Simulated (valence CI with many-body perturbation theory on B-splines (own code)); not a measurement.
The numbers below are computed, except where a source is named.
# Hyperfine factors and g values of Re53+

Level of theory: valence CI with perturbative core correlation (CI+MBPT): four valence electrons over a frozen Dirac-Fock core [Ar], a basis of 9 s, 9 p, 10 d, 8 f, 5 g, 3 h, 1 i functions for each j, with the one-electron correlation potential Σ1 (screened to all orders), the two-electron term Σ2, the three-electron term Σ3, Breit, model QED; selected single and double excitations, second order for the rest (own B-spline code, finite nucleus).

No measured spectrum was set against this ion. As an estimate, large intervals hold to a few tenths of a per cent, small ones and those within an open d or f shell to about a per cent. The list stops below the first excitations out of the core. Only levels of the ground parity were solved; by the run's estimate the other parity begins above the list, which can be wrong where configurations are misplaced.

A/g_I is the dipole constant over the nuclear g factor μ/I (μ in nuclear magnetons, uniformly magnetised nucleus), B/Q the quadrupole constant per barn. Both hold the static response of the core; the bare values leave it out. Large factors of s and p1/2 electrons are usually good to 5 to 10 %; those of open d and f shells near neutrality can be off by tens of per cent, and small factors of p3/2, d and f electrons come from cancelling terms and can be off by a factor of two or in sign, in half-filled shells by more. B is blank for J = 1/2, where it vanishes, and for nearly pure S terms. Energies count from the lowest level. Levels with J = 0 are left out.

Levels are named by their leading jj configuration (3d3/2^4 stands for four electrons in 3d with j = 3/2), which in mixed levels can hold well under half, so a name can repeat and another be missing. Letters in brackets count levels of one name in rising energy.

```csv
Level,E (cm⁻¹),g,A/g_I (MHz),A/g_I bare,B/Q (MHz/b),B/Q bare
(3d3/2^3 3d5/2) J=1,554500,1.489,-7580,-5950,19800,20000
(3d3/2^3 3d5/2) J=4,651540,1.058,66500,66800,7480,7370
(3d3/2^3 3d5/2) J=2,678800,1.191,45000,45800,61400,62000
(3d3/2^3 3d5/2) J=3,706260,1.109,59900,60300,49700,50200
(3d3/2^2 3d5/2^2) J=2 [a],1183500,1.284,17500,18500,34900,35200
(3d3/2^2 3d5/2^2) J=4 [a],1202800,1.137,53200,53800,-24900,-25200
(3d3/2^2 3d5/2^2) J=3 [a],1219800,1.177,42500,43200,9460,9540
(3d3/2^2 3d5/2^2) J=5,1248800,1.077,60200,60600,54000,54500
(3d3/2^2 3d5/2^2) J=6,1271600,1.065,64100,64500,68100,68700
(3d3/2^2 3d5/2^2) J=1,1293100,1.061,71500,71900,9930,10000
(3d3/2^2 3d5/2^2) J=3 [b],1317200,1.058,69000,69300,13100,13200
(3d3/2^2 3d5/2^2) J=4 [b],1320600,1.027,68800,69000,-17300,-17400
(3d3/2^2 3d5/2^2) J=2 [b],1337000,1.074,62400,62800,28600,28900
(3d3/2^2 3d5/2^2) J=2 [c],1441100,0.965,84400,84500,-7650,-7760
(3d3/2^2 3d5/2^2) J=4 [c],1485100,1.176,46800,47500,103000,104000
(3d3/2^2 3d5/2^2) J=2 [d],1590200,1.118,59800,60300,-36900,-37200
(3d3/2 3d5/2^3) J=4,1830600,1.164,43800,44400,-57200,-57800
(3d3/2 3d5/2^3) J=3 [a],1842200,1.197,33800,34500,3800,3910
(3d3/2 3d5/2^3) J=1,1884800,1.010,57700,57800,27800,28000
(3d3/2 3d5/2^3) J=5,1890600,1.132,52200,52700,-37300,-37800
(3d3/2 3d5/2^3) J=6,1894700,1.078,59400,59800,75700,76500
(3d3/2 3d5/2^3) J=2,1960100,1.057,66900,67200,51800,52200
(3d3/2 3d5/2^3) J=3 [b],1976100,1.085,58900,59300,13500,13700
```

Take the isotope of mass number 185, with I = 5/2, μ = 3.176 μN and Q = 2.07 b. What is the hyperfine structure of (3d3/2^3 3d5/2) J=1?

From the table A = -9630 MHz, B = 41000 MHz. Shifts from the centre of gravity in MHz: F = 3/2: 62400, F = 5/2: -23200, F = 7/2: -13800.
